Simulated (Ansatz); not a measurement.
Reactions of C₂H₆BN, SMILES `BCN=C`.

Gas-phase electronic energies from Ansatz, PBE0-D4/def2-TZVP geometries. CCSD(T)/CBS adds triple-zeta CCSD(T) − MP2 to the extrapolated MP2 energy (def2 sets, frozen cores). This one scheme is used for every species. For Se outer-core shells are correlated without core-valence functions, which leaves a few kJ/mol of doubt a bond. Scalar relativity is left out up to krypton. One conformer a species, not always the lowest.

Task: Order these by ΔE at CCSD(T)/CBS, lowest first. (Best estimate.)
A. `BCN=C` + `BN(C)[SiH2]C` → `BN(B)C` + `C=NC[SiH2]C`
B. `BCN=C` + `N[SiH2][SiH3]` → `BN[SiH2][SiH3]` + `C=NC`
C. `BCN=C` + `OC[SiH](F)F` → `BOC[SiH](F)F` + `C=NC`
D. `BCN=C` + H₂Se → `C=NC[SeH]` + BH₃
E. `BCN=C` + H–F → `C=NCF` + BH₃
F. `BCN=C` + `C[SiH](S)Cl` → `BS[SiH](C)Cl` + `C=NC`

Result: C (-1.55 eV), B (-1.45 eV), F (-0.96 eV), A (-0.52 eV), D (+0.53 eV), E (+0.75 eV).

Largest T1 diagnostic: 0.013, for `BOC[SiH](F)F`.
